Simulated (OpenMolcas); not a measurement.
OpenMolcas run: Cl⁺

Input:

```
&GATEWAY
Coord
1

Cl 0.0 0.0 0.0
Basis=ANO-RCC
Group=XYZ
NoMove
AngMom=0.0 0.0 0.0
AMFI
&SEWARD
&RASSCF
FileOrb=start.orb
Symmetry=1
Spin=3
nActEl=4 0 1
Inactive=3 3
Ras2=0 3
Ras3=6 0
CIRoot=3 3 1
SDav=3
CIMx=300
Iter=120 100
PrWF=0.3
OrbListing=Nothing
MaxOrb=0
Thrs=2.0e-7 1.0e-1 5.0e-4
Atom
>>> COPY $Project.JobIph JOB001
&RASSCF
FileOrb=start.orb
Symmetry=1
Spin=1
nActEl=4 0 1
Inactive=3 3
Ras2=0 3
Ras3=6 0
CIRoot=6 6 1
SDav=6
CIMx=300
Iter=120 100
PrWF=0.3
OrbListing=Nothing
MaxOrb=0
Thrs=2.0e-7 1.0e-1 5.0e-4
Atom
>>> COPY $Project.JobIph JOB002
&RASSCF
FileOrb=start.orb
Symmetry=2
Spin=5
nActEl=4 0 1
Inactive=3 3
Ras2=0 3
Ras3=6 0
CIRoot=6 6 1
SDav=6
CIMx=300
Iter=120 100
PrWF=0.3
OrbListing=Nothing
MaxOrb=0
Thrs=2.0e-7 1.0e-1 5.0e-4
Atom
>>> COPY $Project.JobIph JOB003
&RASSCF
FileOrb=start.orb
Symmetry=2
Spin=3
nActEl=4 0 1
Inactive=3 3
Ras2=0 3
Ras3=6 0
CIRoot=54 54 1
SDav=54
CIMx=300
Iter=120 100
PrWF=0.3
OrbListing=Nothing
MaxOrb=0
Thrs=2.0e-7 1.0e-1 5.0e-4
Atom
>>> COPY $Project.JobIph JOB004
&RASSCF
FileOrb=start.orb
Symmetry=2
Spin=1
nActEl=4 0 1
Inactive=3 3
Ras2=0 3
Ras3=6 0
CIRoot=48 48 1
SDav=48
CIMx=300
Iter=120 100
PrWF=0.3
OrbListing=Nothing
MaxOrb=0
Thrs=2.0e-7 1.0e-1 5.0e-4
Atom
>>> COPY $Project.JobIph JOB005
&RASSI
NrOfJobIphs=5 3 6 6 54 48
1 2 3
1 2 3 4 5 6
1 2 3 4 5 6
1 2 3 4 5 6 7 8 9 10 11 12 13 14 15 16 17 18 19 20 21 22 23 24 25 26 27
28 29 30 31 32 33 34 35 36 37 38 39 40 41 42 43 44 45 46 47 48 49 50 51
52 53 54
1 2 3 4 5 6 7 8 9 10 11 12 13 14 15 16 17 18 19 20 21 22 23 24 25 26 27
28 29 30 31 32 33 34 35 36 37 38 39 40 41 42 43 44 45 46 47 48
IphNames
JOB001
JOB002
JOB003
JOB004
JOB005
EJob
SpinOrbit
DIPRint=1.0
SOCoupling=1000.0
Subsets=2
MEES
Property=10
'ANGMOM' 1 'ANGMOM' 2 'ANGMOM' 3 'MLTPL  1' 1 'MLTPL  1' 2 'MLTPL  1' 3
'AMFI' 1 'AMFI' 2 'AMFI' 3 'MLTPL  2' 6
SOProperty=3
'ANGMOM' 1 'ANGMOM' 2 'ANGMOM' 3
```

Launched by
```bash
OMP_NUM_THREADS=1 MOLCAS_MEM=2252 MOLCAS_PROJECT=a pymolcas a.inp > a.log  # once for each step of the input, in one work folder
```

A driver script runs the steps one by one and writes start.orb anew before each from the orbitals found so far.

Output, cut to the results:

```
--- SEWARD ---
Basis set label: CL.ANO-RCC.........

      Electronic valence basis set:
      ------------------
      Associated Effective Charge  17.000000 au
      Associated Actual Charge     17.000000 au
      Nuclear Model: Point charge

      Shell  nPrim  nBasis  Cartesian Spherical Contaminant
         s      17       8        X
         p      12       7        X
         d       5       5                 X
         f       4       4                 X
         g       2       2                 X
                  Relativistic Douglas-Kroll-Hess integrals:
                    - DKH order of Hamiltonian: 2
                    - DKH order of Properties : 0
                  Atomic mean-field integrals
--- RASSCF ---
Wave function specifications:
      -----------------------------

      Number of closed shell electrons          12
      Number of electrons in active shells       4
      Max number of holes in RAS1 space          0
      Max nr of electrons in RAS3 space          1
      Number of inactive orbitals                6
      Number of active orbitals                  9
      Number of secondary orbitals              85
      Spin quantum number                      1.0
      State symmetry                             1
Orbital specifications:
      -----------------------

      Symmetry species                           1   2
                                                ag  au
      Frozen orbitals                            0   0
      Inactive orbitals                          3   3
      Active orbitals                            6   3
      RAS1 orbitals                              0   0
      RAS2 orbitals                              0   3
      RAS3 orbitals                              6   0
      Secondary orbitals                        42  43
      Deleted orbitals                           0   0
      Number of basis functions                 51  49
      Number of CSFs                             3
      Number of root(s) required                 3
      Iter CI   SX   CI       RASSCF       Energy    max ROT     max BLB   max BLB  Level Ln srch  Step   QN
          iter iter root      energy       change     param      element    value   shift minimum  type update
 Nr of preliminary CI iterations:   1
 ###############################################################################
 ###############################################################################
 ###                                                                         ###
 ###                                                                         ###
 ###    WARNING: Problems in orbital optimization.                           ###
 ###                                                                         ###
 ###                                                                         ###
 ###############################################################################
 ###############################################################################
  Warning: In symmetry  1, orbital p=   4 has diagonal density matrix element D(p,p) close to zero. D(p,p)=  0.000000E+00
  Warning: In symmetry  1, orbital p=   5 has diagonal density matrix element D(p,p) close to zero. D(p,p)=  0.000000E+00
        ...
  Warning: In symmetry  1, orbital p=   7 has diagonal density matrix element D(p,p) close to zero. D(p,p)=  0.000000E+00
  Warning: In symmetry  1, orbital p=   8 has diagonal density matrix element D(p,p) close to zero. D(p,p)=  0.000000E+00
  Warning: In symmetry  1, orbital p=   9 has diagonal density matrix element D(p,p) close to zero. D(p,p)=  0.000000E+00
        4   1    2    0  -460.45832150    2.84E-13   6.43E-08    3  11 1 -5.46E-07   0.50   0.00    SX    NO
      Convergence after  4 iterations
        5   1    2    0  -460.45832150   -6.82E-13   6.43E-08    3  12 1 -4.30E-07   0.50   0.00    SX    NO
      Natural orbitals and occupation numbers for root  1
      sym 1:   0.000000   0.000000   0.000000   0.000000   0.000000   0.000000
      sym 2:   1.000000   1.000000   2.000000
      Natural orbitals and occupation numbers for root  2
      sym 1:   0.000000   0.000000   0.000000   0.000000   0.000000   0.000000
      sym 2:   1.000000   2.000000   1.000000
      Natural orbitals and occupation numbers for root  3
      sym 1:   0.000000   0.000000   0.000000   0.000000   0.000000   0.000000
      sym 2:   2.000000   1.000000   1.000000
::    RASSCF root number  1 Total energy:   -460.45832150
...
--- RASSI ---
SPIN-FREE ENERGIES:
  (Shifted by EMIN (a.u.) =       -460.4583215035)

 SF State       Relative EMIN(au)   Rel lowest level(eV)    D:o, cm**(-1)      L_eff

     1             0.0000000000        0.0000000000              0.0000         1.0
     2             0.0000000000        0.0000000000              0.0000         1.0
     3             0.0000000000        0.0000000000              0.0000         1.0
     4             0.0641538723        1.7457157987          14080.1475         2.0
     5             0.0641538723        1.7457157987          14080.1475         2.0
     6             0.0641538723        1.7457157987          14080.1475         2.0
     7             0.0641538723        1.7457157987          14080.1475         2.0
     8             0.0641538723        1.7457157987          14080.1475         2.0
     9             0.1597886633        4.3480710340          35069.5580         0.0
    10             0.4613818863       12.5548407152         101261.6194         0.0
    11             0.4699909140       12.7891042936         103151.0826         2.0
    12             0.4699909140       12.7891042936         103151.0826         2.0
    13             0.4699909140       12.7891042936         103151.0826         2.0
    14             0.4699909140       12.7891042936         103151.0826         2.0
    15             0.4699909140       12.7891042936         103151.0826         2.0
    16             0.4930116707       13.4155309944         108203.5547         0.0
    17             0.5363311984       14.5943153948         117711.0921         2.0
    18             0.5363311984       14.5943153948         117711.0921         2.0
    19             0.5363311984       14.5943153948         117711.0921         2.0
    20             0.5363311984       14.5943153948         117711.0921         2.0
    21             0.5363311984       14.5943153948         117711.0921         2.0
...
```

Levels above the lowest, from the spin-orbit matrix, grouped by J:

```
Configuration    Term  J  E (cm⁻¹)  Measured (cm⁻¹)  Term weight %
      3s² 3p⁴      ³P  2       0.0              0.0            100
      3s² 3p⁴      ³P  1       649              696            100
      3s² 3p⁴      ³P  0       942              996            100
      3s² 3p⁴      ¹D  2     14425            11654            100
      3s² 3p⁴      ¹S  0     35424            27878            100
   3s² 3p³ 4s     ⁵S°  2    101581           107880            100
   3s² 3p³ 3d     ⁵D°  0    103461           110305            100
   3s² 3p³ 3d     ⁵D°  1    103463           110303            100
   3s² 3p³ 3d     ⁵D°  2    103467           110301            100
   3s² 3p³ 3d     ⁵D°  3    103472           110298            100
   3s² 3p³ 3d     ⁵D°  4    103478           110297            100
   3s² 3p³ 4s     ³S°  1    108520           112609            100
   3s² 3p³ 3d  ³D°(1)  2    118021                             100
   3s² 3p³ 3d  ³D°(1)  3    118023                             100
   3s² 3p³ 3d  ³D°(1)  1    118053                             100
   3s² 3p³ 4s     ³D°  1    125249           126727            100
   3s² 3p³ 4s     ³D°  2    125263           126745             99
   3s² 3p³ 4s     ³D°  3    125291           126784            100
   3s² 3p³ 3d  ³F°(1)  2    125475           126034             99
   3s² 3p³ 3d  ³F°(1)  3    125640           126221            100
   3s² 3p³ 3d  ³F°(1)  4    125850           126458            100
   3s² 3p³ 4s     ¹D°  2    127679           129067            100
   3s² 3p³ 3d     ³G°  3    131147           132164            100
   3s² 3p³ 3d     ³G°  4    131159           132175            100
```

Against the 20 measured excited levels shown (NIST Handbook of Basic Atomic Spectroscopic Data) the mean absolute deviation is 3200 cm-1; the largest miss in energy is 3s² 3p⁴ ¹S₀: computed 35424, measured 27878 cm⁻¹ (+27.1 %). Levels of one J stand in another order than measured, so their pairing by name is doubtful.

Without dynamic correlation excited terms often stand tens of per cent too high (terms of higher spin than the ground term too low), and those without a measured partner can miss by more than the paired ones. ANO sets are built for valence states and can reach diffuse excited orbitals poorly, and with the s shell closed the s pⁿ⁺¹ terms that mix with these levels are absent. With the s shell closed, the reference lacks s² → p² mixing. Measured partners are found by configuration, term and J. A level has none where our copy of the source lacks it or the pairing is in doubt (some pairs that miss far off the trend of their configuration count as doubtful), and it then counts in no deviation. Only configurations of the active space appear. The table shows the lowest 24 of 53 levels.

The RASSCF and RASSI steps took 64 s on 1 thread of Arm Neoverse V1, with other jobs on the host; the integral step is not counted.

The term weight is that of the spin-free term in the level, not the purity of its configuration. A number in round brackets counts repeated terms of one configuration in the order of the reference energies. ° marks odd parity.
